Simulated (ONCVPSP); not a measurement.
**What one change does to a pseudopotential (thallium, ONCV)**

thallium (Tl), optimised norm-conserving Vanderbilt (ONCV), made with ONCVPSP 4.0.1 (LDA (Perdew-Zunger), scalar-relativistic). Core [Kr] 4d10 4f14, reference 5s2 5p6 5d10 6s2 6p1. Waves: 5s+6s: rc 1.50 bohr, ncon 3, nbas 7, qcut 9.4 1/bohr, 2 projectors; 5p+6p: rc 1.75 bohr, ncon 3, nbas 7, qcut 6.5 1/bohr, 3 projectors, debl 3.3 Ha; 5d: rc 1.50 bohr, ncon 4, nbas 9, qcut 9 1/bohr, 3 projectors, debl 3.4 Ha; f scattering state at 0.15 Ha: rc 1.50 bohr, ncon 5, nbas 9, qcut 7.9 1/bohr, local. Local part: the f channel. Core correction: polynomial model core, fcfact 0.7.

Change: d: qcut 5.6.

Cutoffs: the cutoffs (Ha) at which the residual kinetic energy of the hardest occupied pseudo-wave falls to 1 and 0.1 mHa per electron; they do not see the model core or the augmentation charge, which bear on the density cutoff. Errors are all-electron minus pseudo energies relative to the spin-unpolarised reference configuration.

What does the change do?

The potential gets harder (30 Ha and 35 Ha → 84 Ha and 136 Ha); the errors of the 3 common tests hardly move; neither file shows a bound ghost.

| quantity | base | changed |
| --- | --- | --- |
| cutoff, loose | 30 Ha | 84 Ha |
| cutoff, tight | 35 Ha | 136 Ha |
| loose cutoff by channel | s 30 Ha, p 17 Ha, d 24 Ha | s 30 Ha, p 17 Ha, d 84 Ha |
| bound ghosts | none | none |
| GHOST(+) flags under 300 eV | none | none |
| tests with a reliable result | 3 of 4 | 3 of 4 |
| error for 5s2 5p6 5d10 6s2 6p0, meV [ΔE 5.41 eV] | -2.4 | -2.4 |
| error for 5s2 5p6 5d10 6s1 6p0, meV [ΔE 26.61 eV] | -12 | -12 |
| error for 5s2 5p6 5d10 6s2 6p0.5, meV [ΔE 1.97 eV] | -0.8 | -0.8 |
| s: phases at 1.52 bohr within 0.05 rad from the reference energy up to (Ha; the scan ends near 5) | 5.0 | 5.0 |
| p: phases at 1.77 bohr within 0.05 rad from the reference energy up to (Ha; the scan ends near 5) | to the end of the scan | to the end of the scan |
| d: phases at 1.52 bohr within 0.05 rad from the reference energy up to (Ha; the scan ends near 5) | to the end of the scan | to the end of the scan |
| f: phases at 1.52 bohr within 0.05 rad from the reference energy up to (Ha; the scan ends near 5) | to the end of the scan | to the end of the scan |
| rms error of d²Exc/dni dnj with the model core, mHa | 0.81 | 0.82 |
